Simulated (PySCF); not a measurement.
C2H6O2SeSi.
SMILES with atom numbers: `[O:1]=[C:2]([CH2:3][SeH:4])[O:5][SiH3:6]` (hydrogens: H7, H8 on C3; H9 on Se4; H10, H11, H12 on Si6)

Method used: PySCF, PBE0-D3(BJ)/def2-SVP geometry optimisation, gas phase.

(1) What internal coordinates does the optimisation give?

Results:

(1) 
```tsv
bond	length (Å)	order
O1=C2	1.205	double
C2–C3	1.506	single
C3–Se4	1.949	single
C2–O5	1.334	single
O5–Si6	1.723	single
C3–H7, C3–H8	1.100	single
Se4–H9	1.471	single
Si6–H10, Si6–H11, Si6–H12	1.486	single
```

Bonds in one row agree within 0.01 Å and their mean is given. Orders are formal, as drawn. A selection of angles:
```tsv
angle	degrees
O1–C2–C3	126.5
O1–C2–O5	122.0
C3–C2–O5	111.5
C2–C3–Se4	114.5
C2–C3–H7	107.6
Se4–C3–H7	110.1
H7–C3–H8	106.7
C3–Se4–H9	92.5
C2–O5–Si6	117.3
O5–Si6–H10	102.7
O5–Si6–H11	109.9
H10–Si6–H11	110.9
```

Torsions: O1–C2–C3–Se4 1° (synperiplanar); O1–C2–O5–Si6 0° (synperiplanar); H9–Se4–C3–C2 -1° (synperiplanar).

The 6 heavy atoms lie in one plane (0.012 Å rms). Si6 (oxygen-bound silicon) is distorted tetrahedral (angles from 102.7° to 112.2°). Of the pairs four or more bonds apart, O1···H9 is among the closest relative to their van der Waals radii: 2.27 Å, 83 % of the sum of Bondi's values. The 2 C–O bonds span 1.205 Å (O1=C2, drawn double) to 1.334 Å (C2–O5, drawn single), a spread of 0.129 Å. O5 (oxygen singly bound to a carbonyl carbon) is bent (angle 117.3°).

No frequency check. One conformer, not necessarily the lowest (O1–C2–C3–Se4 1°, C2–C3–Se4–H -1°, O1–C2–O5–Si6 0°).
